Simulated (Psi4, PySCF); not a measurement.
CsF, charge -1, doublet, at the geometry of the source list (a state made from the parent by changing its charge; the spin is typed, not shown lowest) (core potentials on Cs) (in this run its highest filled SCF level lies above zero, so its values depend strongly on the basis, on diffuse functions most of all), atoms displaced at random by about 0.08 Å a coordinate. Base run: B3LYP/def2-SVP, gradient run with PySCF.

Here is a job for PySCF.
```python
from pyscf import gto, scf, dft

mol = gto.M(
    atom='''
Cs   -0.64653038   -0.48250950   -0.96265264
F     0.52322784    0.53009317    0.80835314
''',
    basis='def2-svp',
    ecp={'Cs': 'def2-svp'},
    charge=-1,
    spin=1,
    verbose=4,
)

mf = dft.UKS(mol)
mf.xc = 'b3lyp'
mf.kernel()
g = mf.nuc_grad_method()
grad = g.kernel()
```

Programs used: Psi4, PySCF; a row that names a program was run with it.

The coordinate followed is y of atom 1.

The base run was repeated with changes; each row names its change, and settings that it needs were set with it.

```csv
change,dE/dx (Eh/bohr),net force (Eh/bohr)
base,0.008872,0.000283
finite difference step (bohr) = 0.2; conv_tol = 1e-11,0.008695,-
finite difference step (bohr) = 0.05; conv_tol = 1e-11,0.008746,-
density fitting = on; auxbasis_response = off,0.008882,0.000464
grids.level = 5; grid_response = off,0.008872,0.000089
grids.level = 0; grid_response = on,0.005302,0.000000
finite difference step (bohr) = 0.01; conv_tol = 1e-11,0.008749,-
code = psi4,0.008869,0.000564
grids.level = 5; grid_response = on,0.008872,0.000000
grids.level = 0; grid_response = off,0.009039,0.004318
grids.level = 1; grid_response = off,0.008869,0.000509
finite difference step (bohr) = 1e-4; conv_tol = 1e-11,0.008750,-
```

The net force is zero for an exact gradient.

Open shells are given as the SCF converged; they aren't shown to be the lowest states, and a large step between rows can be another state.
